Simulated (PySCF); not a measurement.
C$_{3}$H$_{12}$BNSi (SMILES CB(C)N(C)[SiH3]), singlet, geometry from GFN2-xTB, with bond 9-1 at 1.8 times its length; PySCF with SA2-CASSCF(2,4)/STO-3G.

Input for PySCF:
```python
from pyscf import gto, scf, mcscf
import numpy

mol = gto.Mole()
mol.atom = '''
    Si   -1.447294   -0.156358   -1.142993
    N    -0.416949    0.036647    0.257566
    C    -1.051988    0.191544    1.559356
    B     0.992813    0.039517    0.190089
    C     1.719897   -0.104355   -1.213643
    C     1.860335    0.167408    1.516007
    H    -1.394151    1.050552   -1.976223
    H    -2.809162   -0.343668   -0.635309
    H    -0.712909   -2.286892   -2.507992
    H    -0.712217    1.109058    2.042655
    H    -2.134570    0.237957    1.463426
    H    -0.801668   -0.647293    2.212468
    H     2.736535    0.282960   -1.197251
    H     1.189621    0.393909   -2.022117
    H     1.790985   -1.156361   -1.489109
    H     1.583084   -0.579312    2.259234
    H     1.711429    1.137528    1.990440
    H     2.926649    0.061974    1.331287
'''
mol.basis = 'sto-3g'
mol.charge = 0
mol.spin = 0
mol.verbose = 4
mol.build()

mf = scf.RHF(mol)
mf.kernel()
mc = mcscf.CASSCF(mf, 4, 2)
mc.fix_spin_(ss=0.0)
mc = mc.state_average_([0.5, 0.5])
mc.kernel()
```

It wrote (shortened):

```
PySCF version 2.14.0

[INPUT] verbose = 4
[INPUT] num. atoms = 18
[INPUT] num. electrons = 56
[INPUT] charge = 0
[INPUT] spin (= nelec alpha-beta = 2S) = 0
[INPUT] symmetry False subgroup None
[INPUT] Mole.unit = angstrom
[INPUT] Symbol           X                Y                Z      unit          X                Y                Z       unit  Magmom
[INPUT]  1 Si    -1.447294000000  -0.156358000000  -1.142993000000 AA   -2.734989281726  -0.295473797385  -2.159943732295 Bohr   0.0
[INPUT]  2 N     -0.416949000000   0.036647000000   0.257566000000 AA   -0.787919417911   0.069252793287   0.486729199000 Bohr   0.0
[INPUT]  3 C     -1.051988000000   0.191544000000   1.559356000000 AA   -1.987969206329   0.361965700804   2.946755770697 Bohr   0.0
[INPUT]  4 B      0.992813000000   0.039517000000   0.190089000000 AA    1.876144662908   0.074676307264   0.359216149292 Bohr   0.0
[INPUT]  5 C      1.719897000000  -0.104355000000  -1.213643000000 AA    3.250134292461  -0.197202369729  -2.293452882996 Bohr   0.0
[INPUT]  6 C      1.860335000000   0.167408000000   1.516007000000 AA    3.515523649943   0.316355271061   2.864838032924 Bohr   0.0
[INPUT]  7 H     -1.394151000000   1.050552000000  -1.976223000000 AA   -2.634563566289   1.985255559614  -3.734520231066 Bohr   0.0
[INPUT]  8 H     -2.809162000000  -0.343668000000  -0.635309000000 AA   -5.308546819535  -0.649438397777  -1.200560014471 Bohr   0.0
[INPUT]  9 H     -0.712909000000  -2.286892000000  -2.507992000000 AA   -1.347202761738  -4.321599556459  -4.739418002600 Bohr   0.0
[INPUT] 10 H     -0.712217000000   1.109058000000   2.042655000000 AA   -1.345895071259   2.095815876258   3.860058516973 Bohr   0.0
[INPUT] 11 H     -2.134570000000   0.237957000000   1.463426000000 AA   -4.033752693713   0.449673559423   2.765474343568 Bohr   0.0
[INPUT] 12 H     -0.801668000000  -0.647293000000   2.212468000000 AA   -1.514932962828  -1.223206492348   4.180958579364 Bohr   0.0
[INPUT] 13 H      2.736535000000   0.282960000000  -1.197251000000 AA    5.171301680287   0.534716904207  -2.262476492362 Bohr   0.0
[INPUT] 14 H      1.189621000000   0.393909000000  -2.022117000000 AA    2.248057882031   0.744380128001  -3.821247321827 Bohr   0.0
[INPUT] 15 H      1.790985000000  -1.156361000000  -1.489109000000 AA    3.384471143204  -2.185205591128  -2.814008179625 Bohr   0.0
[INPUT] 16 H      1.583084000000  -0.579312000000   2.259234000000 AA    2.991595192181  -1.094741020674   4.269333511306 Bohr   0.0
[INPUT] 17 H      1.711429000000   1.137528000000   1.990440000000 AA    3.234132091638   2.149616379024   3.761386467379 Bohr   0.0
[INPUT] 18 H      2.926649000000   0.061974000000   1.331287000000 AA    5.530565072732   0.117113886844   2.515767823194 Bohr   0.0

nuclear repulsion = 292.978320428036
number of shells = 32
number of NR pGTOs = 138
number of NR cGTOs = 46
basis = sto-3g
ecp = {}

******** <class 'pyscf.scf.hf.RHF'> ********
method = RHF
initial guess = minao
damping factor = 0
level_shift factor = 0
DIIS = <class 'pyscf.scf.diis.CDIIS'>
diis_start_cycle = 1
diis_space = 8
diis_damp = 0
SCF conv_tol = 1e-09
SCF conv_tol_grad = None
SCF max_cycles = 50
direct_scf = True
direct_scf_tol = 1e-13
Set gradient conv threshold to 3.16228e-05
Initial guess from minao.
init E= -483.311163097659
  HOMO = -0.193113593973903  LUMO = 0.00196512169925955  gap/eV = 5.30836
cycle= 1 E= -482.699500434927  delta_E= 0.612  |g|= 0.378  |ddm|= 4.79
  HOMO = -0.158278820656353  LUMO = 0.16246144085976  gap/eV = 8.72779
cycle= 2 E= -482.769462061845  delta_E= -0.07  |g|= 0.136  |ddm|= 0.998
  HOMO = -0.208193384491062  LUMO = 0.147943386857067  gap/eV = 9.69098
cycle= 3 E= -482.778473493705  delta_E= -0.00901  |g|= 0.0369  |ddm|= 0.33
  HOMO = -0.211419767812195  LUMO = 0.146152557287972  gap/eV = 9.73004
cycle= 4 E= -482.779280790639  delta_E= -0.000807  |g|= 0.00863  |ddm|= 0.0953
  HOMO = -0.211593650954581  LUMO = 0.14638557055571  gap/eV = 9.74111
cycle= 5 E= -482.779311793742  delta_E= -3.1e-05  |g|= 0.0019  |ddm|= 0.0175
  HOMO = -0.211031445952953  LUMO = 0.146508687152703  gap/eV = 9.72916
cycle= 6 E= -482.779314580624  delta_E= -2.79e-06  |g|= 0.000726  |ddm|= 0.00475
  HOMO = -0.211044375948703  LUMO = 0.146536191229034  gap/eV = 9.73026
cycle= 7 E= -482.779314995307  delta_E= -4.15e-07  |g|= 0.00017  |ddm|= 0.00207
  HOMO = -0.211121641647005  LUMO = 0.14652817869546  gap/eV = 9.73215
cycle= 8 E= -482.77931502575  delta_E= -3.04e-08  |g|= 3.49e-05  |ddm|= 0.000636
  HOMO = -0.211108559961281  LUMO = 0.146531879467783  gap/eV = 9.73189
cycle= 9 E= -482.779315026799  delta_E= -1.05e-09  |g|= 6.88e-06  |ddm|= 0.000113
  HOMO = -0.211105656788956  LUMO = 0.146534178781813  gap/eV = 9.73188
cycle= 10 E= -482.779315026835  delta_E= -3.66e-11  |g|= 1.46e-06  |ddm|= 1.86e-05
  HOMO = -0.211105433548398  LUMO = 0.146534372816112  gap/eV = 9.73187
Extra cycle  E= -482.779315026837  delta_E= -1.59e-12  |g|= 5.75e-07  |ddm|= 3.15e-06
converged SCF energy = -482.779315026837

******** <class 'pyscf.mcscf.addons.StateAverageCASSCF'> ********
CAS (1e+1e, 4o), ncore = 27, nvir = 15
max_cycle_macro = 50
max_cycle_micro = 4
conv_tol = 1e-07
conv_tol_grad = None
orbital rotation max_stepsize = 0.02
orbital rotation threshold for CI restart = 0.01
augmented hessian ah_max_cycle = 30
augmented hessian ah_conv_tol = 1e-12
augmented hessian ah_linear dependence = 1e-14
augmented hessian ah_level shift = 1e-08
augmented hessian ah_start_tol = 2.5
augmented hessian ah_start_cycle = 3
augmented hessian ah_grad_trust_region = 3
kf_trust_region = 3
kf_interval = 4
ci_response_space = 4
ci_grad_trust_region = 3
with_dep4 0
natorb = False
canonicalization = True
sorting_mo_energy = False
ao2mo_level = 2
internal_rotation = False
******** <class 'pyscf.mcscf.addons.StateAverageSpinPenaltyFCISolver'> ********
max. cycles = 50
conv_tol = 1e-08
davidson only = True
linear dependence = 1e-12
level shift = 0.001
max iter space = 12
nroots = 2
pspace_size = 400
spin = None
State-average over 2 states with weights [0.5, 0.5]
CASCI E = -482.690456259669  S^2 = 0.0000000
Set conv_tol_grad to 0.000316228
macro iter   1 ( 21 JK    4 micro), CASSCF E = -482.695992714026  dE = -5.53645436e-03  S^2 = 0.0000000
               |grad[o]|=0.058  |ddm|=0.0983  |maxRot[o]|=0.184
macro iter   2 ( 20 JK    4 micro), CASSCF E = -482.696200850361  dE = -2.08136335e-04  S^2 = 0.0000000
               |grad[o]|=0.00851  |ddm|=0.0371  |maxRot[o]|=0.239
macro iter   3 ( 21 JK    4 micro), CASSCF E = -482.696210597180  dE = -9.74681893e-06  S^2 = 0.0000000
               |grad[o]|=0.00119  |ddm|=0.00179  |maxRot[o]|= 0.31
macro iter   4 ( 21 JK    4 micro), CASSCF E = -482.696217617947  dE = -7.02076761e-06  S^2 = 0.0000000
               |grad[o]|=0.000777  |ddm|=0.00121  |maxRot[o]|=0.311
macro iter   5 ( 21 JK    4 micro), CASSCF E = -482.696222432555  dE = -4.81460756e-06  S^2 = 0.0000000
               |grad[o]|=0.000594  |ddm|=0.000511  |maxRot[o]|=0.311
macro iter   6 ( 16 JK    4 micro), CASSCF E = -482.696224277414  dE = -1.84485930e-06  S^2 = 0.0000000
               |grad[o]|=0.000388  |ddm|=0.00156  |maxRot[o]|=0.189
macro iter   7 (  3 JK    1 micro), CASSCF E = -482.696224317992  dE = -4.05778451e-08  S^2 = 0.0000000
               |grad[o]|=8.8e-05  |ddm|=0.000317  |maxRot[o]|=0.00431
1-step CASSCF converged in   7 macro (123 JK  25 micro) steps
CASSCF canonicalization
Density matrix diagonal elements [1.22402385 0.77162806 0.0021288  0.00221928]
CASSCF energy = -482.696224317992
CASCI E = -482.696224317992  E(CI) = -0.782939773010810  S^2 = 0.0000000
CASCI state-averaged energy = -482.696224317992
CASCI energy for each state
  State 0 weight 0.5  E = -482.874824963659 S^2 = 0.0000000
  State 1 weight 0.5  E = -482.517623672325 S^2 = 0.0000000
```
